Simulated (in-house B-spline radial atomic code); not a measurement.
## Ionising Rb⁹⁺ with different functionals

Computed with an all-electron radial atomic-structure program (B-spline basis): scalar-relativistic (spin-free X2C) Hamiltonian, Fermi nucleus of rms radius 4.2036 fm, spin-polarised at highest spin, spherical fractional occupations for the functionals, the average over the highest-spin determinants for Hartree-Fock. The ionisation energy is the difference of two self-consistent energies, [Ar] 3d10 → [Ar] 3d9, without Breit or QED terms; ε is the level of the shell that loses the electron (its least bound occupied spin orbital). There is no spin-orbit coupling in this Hamiltonian.

Hybrids are left out here: with spherical fractional occupations of an open shell their exact exchange keeps a self-interaction that integer-occupation calculations don't have.

```json
{"method": "Hartree-Fock", "rung": "Hartree-Fock", "ΔSCF (eV)": "275.88", "-ε(3d) (eV)": "279.78"}
{"method": "LDA VWN5", "rung": "LDA", "ΔSCF (eV)": "277.28", "-ε(3d) (eV)": "258.02"}
{"method": "LDA PW92", "rung": "LDA", "ΔSCF (eV)": "277.27", "-ε(3d) (eV)": "258.01"}
{"method": "LDA exchange-only", "rung": "LDA", "ΔSCF (eV)": "274.84", "-ε(3d) (eV)": "255.63"}
{"method": "PBE", "rung": "GGA", "ΔSCF (eV)": "276.98", "-ε(3d) (eV)": "257.73"}
{"method": "PBEsol", "rung": "GGA", "ΔSCF (eV)": "276.91", "-ε(3d) (eV)": "257.66"}
{"method": "BLYP", "rung": "GGA", "ΔSCF (eV)": "276.83", "-ε(3d) (eV)": "257.58"}
{"method": "RPBE", "rung": "GGA", "ΔSCF (eV)": "276.91", "-ε(3d) (eV)": "257.65"}
{"method": "PW91", "rung": "GGA", "ΔSCF (eV)": "277.18", "-ε(3d) (eV)": "257.92"}
{"method": "BP86", "rung": "GGA", "ΔSCF (eV)": "?", "-ε(3d) (eV)": "?"}
{"method": "AM05", "rung": "GGA", "ΔSCF (eV)": "276.97", "-ε(3d) (eV)": "257.71"}
{"method": "OLYP", "rung": "GGA", "ΔSCF (eV)": "278.12", "-ε(3d) (eV)": "258.86"}
{"method": "TPSS", "rung": "meta-GGA", "ΔSCF (eV)": "276.91", "-ε(3d) (eV)": "257.69"}
{"method": "SCAN", "rung": "meta-GGA", "ΔSCF (eV)": "?", "-ε(3d) (eV)": "?"}
{"method": "r2SCAN", "rung": "meta-GGA", "ΔSCF (eV)": "278.21", "-ε(3d) (eV)": "259.16"}
{"method": "revTPSS", "rung": "meta-GGA", "ΔSCF (eV)": "276.79", "-ε(3d) (eV)": "257.59"}
```

Problem. What does SCAN give?

Solution. ΔSCF 278.19 eV, and -ε(3d) = 259.13 eV.

Problem. What does BP86 give?

Solution. ΔSCF 277.08 eV, and -ε(3d) = 257.81 eV.

Problem. How do they compare with the NIST value?

Solution. NIST lists 277.1 eV ± 0.12 (measured, ground level to ground level). Errors run from -2.28 to +1.09 eV; BP86 is closest (-0.04 eV), though others lie within the uncertainty of it, and part of that can be cancellation, since the calculations leave out spin-orbit coupling, Breit-QED terms, multiplet and fine-structure energies. Hartree-Fock also lacks correlation.
